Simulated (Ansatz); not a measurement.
Isolated molecules relaxed with PBE0-D4/def2-TZVP in Ansatz; ΔE leaves out vibrations. CCSD(T)/CBS adds triple-zeta CCSD(T) − MP2 to the extrapolated MP2 energy (def2 sets, frozen cores). DFT in def2-TZVPP. B3LYP here is the variant with VWN-RPA as its local correlation; programs differ in this. HSE06 is defined as in plane-wave codes. For Br outer-core shells are correlated without core-valence functions, which leaves a few kJ/mol of doubt a bond. Scalar relativity is left out up to krypton. One conformer a species, not always the lowest.

Consider the cleavage of the Si–Si bond: `B[SiH2][SiH2]O` + HBr → `B[SiH2]Br` + `O[SiH3]`.

CCSD(T)/CBS gives -21.9 kcal/mol.

Another level gave -20.4 kcal/mol. Which?
A. BHLYP/def2-TZVPP
B. B3LYP-D4/def2-TZVPP
C. revPBE/def2-TZVPP
D. HSE06/def2-TZVPP

B. B3LYP-D4 -20.4, BHLYP -24.0, revPBE -17.2, HSE06 -19.2 kcal/mol.

What do rigid-rotor, harmonic-oscillator terms from PBE0-D4/def2-TZVP frequencies (298.15 K, 1 bar) make of the CCSD(T)/CBS value? (An estimate is asked.)

The calculation gave: ΔZPE = +1.2 kcal/mol, ΔH = -21.4 kcal/mol, ΔS = 14 J/(mol·K), ΔG = -22.4 kcal/mol. Modes under 50 cm⁻¹ make the entropy rough.

Largest T1 diagnostic among the species: 0.014.

From PBE to PBE0 (25 % exact exchange), in def2-TZVPP and without D4, ΔE moves by −2.4 kcal/mol. At CCSD(T), def2-SVP lies +2.3 kcal/mol from the extrapolated value and def2-TZVPP +1.0 kcal/mol. In def2-TZVPP, CCSD(T) changes the Hartree–Fock value by +7.0 kcal/mol (the triples alone add +0.9 kcal/mol) and MP2 by +4.4 kcal/mol.
